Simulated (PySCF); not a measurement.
Species: C5H7NO.
Cartesian coordinates in Å at the GFN2-xTB level; atoms count from 1:
```xyz
14
C5H7NO angstrom
C     -1.9489    1.1426    0.8270
C     -1.5288   -0.3221    0.9572
C     -0.2697   -0.5806    0.2952
C      0.7791   -0.7410   -0.2715
C      2.0318   -1.0646   -0.9114
N      2.6118    0.0025   -1.5207
O      2.5189   -2.1729   -0.9073
H     -2.0614    1.4152   -0.2201
H     -2.8984    1.3032    1.3324
H     -1.2021    1.7947    1.2747
H     -1.4255   -0.5907    2.0126
H     -2.2907   -0.9716    0.5163
H      3.4914   -0.1292   -1.9909
H      2.1918    0.9141   -1.5103
```

Vertical excitations from PySCF (density fitting, frozen core in the response, grid level 2 and gas phase unless stated; continuum runs use non-equilibrium linear response for the excitations) on a GFN2-xTB geometry. Reference run:

```tsv
settings	S1, eV (f)	S2, eV (f)	S3, eV (f)	S4, eV (f)	S5, eV (f)	S6, eV (f)	T1, eV (Tamm–Dancoff)	mean α (au)
wB97X-D/def2-SVPD, full TDDFT, 8 singlets	5.04 (0.000)	5.87 (0.000)	6.17 (0.098)	6.83 (0.116)	6.91 (0.002)	7.54 (0.016)	4.65	73.1
```

**Question.** What do these settings give: KT3/6-311+G(2d,p), IEF-PCM tetrahydrofuran, full TDDFT, 6 singlets?

**Answer.** 
| settings | S1, eV (f) | S2, eV (f) | S3, eV (f) | S4, eV (f) | S5, eV (f) | S6, eV (f) | T1, eV (Tamm–Dancoff) | mean α (au) |
| --- | --- | --- | --- | --- | --- | --- | --- | --- |
| KT3/6-311+G(2d,p), IEF-PCM tetrahydrofuran, full TDDFT, 6 singlets | 4.76 (0.000) | 5.48 (0.000) | 5.63 (0.160) | 5.83 (0.048) | 5.89 (0.063) | 6.22 (0.000) | 4.41 | 94.7 |

S1 moves by -0.28 eV; functional, basis and environment change together, so the shift can't be laid on one. States are counted by energy in each run and needn't keep their character from row to row.

All basis functions are spherical, in the Pople sets too. KT3 was designed for NMR shieldings or shifts; total energies of different functionals aren't comparable.

**Question.** Which orbital pairs make up S1 in each run, and how does it sit against the orbital gap?

**Answer.** 
```
                                                          settings  S1 configurations (weight)  S1 (eV)  orbital gap (eV)  S1 − gap (eV)
                         wB97X-D/def2-SVPD, full TDDFT, 8 singlets                    H→L 0.95     5.04             10.54          -5.50
KT3/6-311+G(2d,p), IEF-PCM tetrahydrofuran, full TDDFT, 6 singlets                    H→L 1.00     4.76              4.69          +0.07
```

The structure is a single GFN2-xTB conformer; no vibrational corrections.

Note: wB97X-D ran without an empirical dispersion term, which enters the total energy and its gradient alone.
